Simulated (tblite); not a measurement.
propylene glycol (C3H8O2), singlet, geometry from GFN2-xTB; IPEA1-xTB (tblite).

Input for tblite:
```
$ tblite run mol.xyz --method ipea1 --charge 0 --spin 0 --json tblite.json --no-restart

# file mol.xyz
13

C      1.83324331     0.13638099     0.35090210
C      0.42691443     0.30654220    -0.21207806
O     -0.28124422     1.34971891     0.43155499
C     -0.38814764    -0.99223231    -0.10847029
O     -1.67642873    -0.82208827    -0.63781928
H      2.36667096     1.08275455     0.30757844
H      1.78849069    -0.19345144     1.38820166
H      2.38133734    -0.60316406    -0.22521041
H      0.47213216     0.61355869    -1.26229834
H     -0.25594914     1.19385292     1.38370519
H      0.09000513    -1.79465989    -0.67338889
H     -0.44945832    -1.29548663     0.95090902
H     -1.96390590     0.07140544    -0.40150486
```

Question: Write the output that tblite gives for this input, abridged.

Answer: 
```
xTB calculator
 | screened Coulomb repulsion
 | Coulomb electrostatics
 |  * isotropic Klopman-Ohno-Mataga-Nishimoto electrostatics
 |  * onsite third-order electrostatics
 | DFT-D3(BJ) dispersion correction

halogen bonding energy    0.0000000000000E+00 Eh
repulsion energy          2.4357892759060E-01 Eh
dispersion energy        -3.7537006985243E-03 Eh
number of electrons       3.2000000000000E+01 e
integral cutoff           4.0000000000000E+01 bohr

------------------------------------------------------------
  cycle        total energy    energy error   density error
------------------------------------------------------------
      1     -21.05008633061  -2.1289912E+01   4.7424892E-01
      2     -21.21099910992  -1.6091278E-01   2.7036441E-01
      3     -21.18218934481   2.8809765E-02   1.1333202E-01
      4     -21.22934864423  -4.7159299E-02   2.2040273E-02
      5     -21.23171789953  -2.3692553E-03   8.5202427E-03
      6     -21.23205628433  -3.3838480E-04   1.2789307E-03
      7     -21.23206299632  -6.7119904E-06   5.3628970E-04
      8     -21.23206362417  -6.2784761E-07   1.6601156E-04
      9     -21.23206362356   6.0339289E-10   9.8052235E-05
     10     -21.23206368969  -6.6128681E-08   8.2188149E-06
------------------------------------------------------------

electronic energy        -2.1471888916585E+01 Eh
total energy             -2.1232063689693E+01 Eh

Post processing:
 | Mayer-Wiberg bond orders

[Info] JSON dump of results written to 'tblite.json'
```
